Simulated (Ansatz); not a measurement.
The same ligand exchange along the group B, Al, Ga, In.

Program: Ansatz. Geometries: PBE0-D4/def2-TZVP. ΔE: electronic, gas phase. CCSD(T)/CBS adds triple-zeta CCSD(T) − MP2 to the extrapolated MP2 energy (def2 sets, frozen cores). This one scheme is used for every species. DFT in def2-TZVPP. def2 core potentials past Kr. For Ga, In outer-core shells are correlated without core-valence functions, which leaves a few kJ/mol of doubt a bond. Scalar relativity is left out up to krypton. Each species was taken in one conformer, which may not be the lowest.

```csv
reaction,B2PLYP (kJ/mol),PBE0-D4 (kJ/mol),LDA (SPW92) (kJ/mol),CCSD(T)/CBS(def2) (kJ/mol)
`N#CB(F)F` + CH₃NH₂ → `CNB(F)F` + `C#N`,-92,-93,-101,-94
`N#[C][Al]([F])[F]` + CH₃NH₂ → `C[NH][Al]([F])[F]` + `C#N`,-33,-32,-41,-33
`N#[C][Ga]([F])[F]` + CH₃NH₂ → `C[NH][Ga]([F])[F]` + `C#N`,-15,-14,-24,-21
`N#[C][In]([F])[F]` + CH₃NH₂ → `C[NH][In]([F])[F]` + `C#N`,13,16,4,9
```

Largest T1 diagnostic: 0.017, for `N#[C][In]([F])[F]`.
